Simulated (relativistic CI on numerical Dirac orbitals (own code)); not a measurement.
**Hyperfine structure of Au LXXV, mass number 197**

Calculated at this level of theory: Dirac-Coulomb-Breit CI, separate exchange-only KLI orbitals for each configuration, model QED (radiative potential, 1s self-energy scaled to tabulated hydrogen-like ionisation energies), unscaled Slater integrals (own radial code, finite nucleus).

CI space (outside the closed core 1s2): 2s2 2p, 2s 2p2, 2p3, 2p2 3s, 2s2 3s, 2p2 3p, 2p2 3d, 2s2 3p, 2s2 3d, 2s 2p 3s, 2s 2p 3p, 2s 2p 3d, 2s2 4s, 2s2 4p, 2s2 4d, 2s2 4f. Levels of other configurations are missing.

Nuclear spin I = 3/2, μ = 0.1452 μN, Q = 0.547 b (tables of Stone and Pyykkö). The electronic factors are computed for point nuclear moments, without core polarisation or the Bohr-Weisskopf and QED corrections.

| Level | E (eV) | A (GHz) | B (GHz) |
| --- | --- | --- | --- |
| 2s2 2p 2P°_1/2 | 0.00 | 1036 |  |
| 2s2 2p 2P°_3/2 | 1978.68 | 104.2 | 1170 |
| 2s 2p2 4P_3/2 | 2194.74 | 745 | 919 |
| 2s 2p2 2D_5/2 | 2237.12 | 902.7 | 1040 |
| 2s 2p2 2P_1/2 | 2318.36 | -1218 |  |
| 2s 2p2 2D_3/2 | 2320.24 | -6.201 | 572 |
| 2s 2p2 4P_5/2 | 4191.48 | 719.4 | 123 |
| 2s 2p2 2S_1/2 | 4312.21 | 3177 |  |

Levels with J = 0, under 50 % of one LS term, or S terms without an open s electron are left out. Small factors come from cancelling terms and can be off by tens of per cent or more.

At this charge energies of transitions that change n are usually good to better than 1 %, and those within a shell (Δn = 0) to a few per cent.

Question: Give the hyperfine levels of 2s2 2p 2P°_1/2 relative to its centre of gravity.

Answer: With K = F(F + 1) − I(I + 1) − J(J + 1), E = AK/2: F = 1: -1295, F = 2: 777.2 GHz.

LS names give the leading component of a level, which can be under half, so a name can repeat, a term be missing and a line seem to break the LS rules.
